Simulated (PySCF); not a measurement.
Input for PySCF: R-MP2/6-31G* on CH7GaO (a complex).

```python
from pyscf import gto, scf, dft, mp
from pyscf.data.elements import chemcore

mol = gto.M(
    atom='''
    Ga   -0.06008883   -0.85086794    0.70335088
    H    -1.29184569    0.02847900    0.26727584
    H    -0.34587416   -2.20267583    1.47657984
    H     1.33152400   -0.68724886   -0.02212534
    C    -0.37982261    0.26696467    3.58862546
    O     0.50147967    0.31425943    2.45118975
    H    -0.45193493   -0.74781753    3.98192167
    H    -1.35441082    0.58679068    3.22981234
    H    -0.02963102    0.95437059    4.35862588
    H     1.39913243    0.08243689    2.71651623
    ''',
    basis='6-31g*',
    cart=True,
    charge=0, spin=0, verbose=3, max_memory=1800)
mf = scf.RHF(mol)
mf.conv_tol = 1e-8
mf.max_cycle = 100
mf.kernel()
if not mf.converged:
    mf = mf.newton().run(mf.mo_coeff, mf.mo_occ)
pt = mp.MP2(mf, frozen=chemcore(mol)).run()
```

It printed:

```
converged SCF energy = -2039.7329533077
E(RMP2) = -2040.29851796619  E_corr = -0.565564658490119
E(SCS-RMP2) = -2040.27739367085  E_corr = -0.544440363151976
```

The run converged.

Cost: very roughly 0.8 core-seconds.
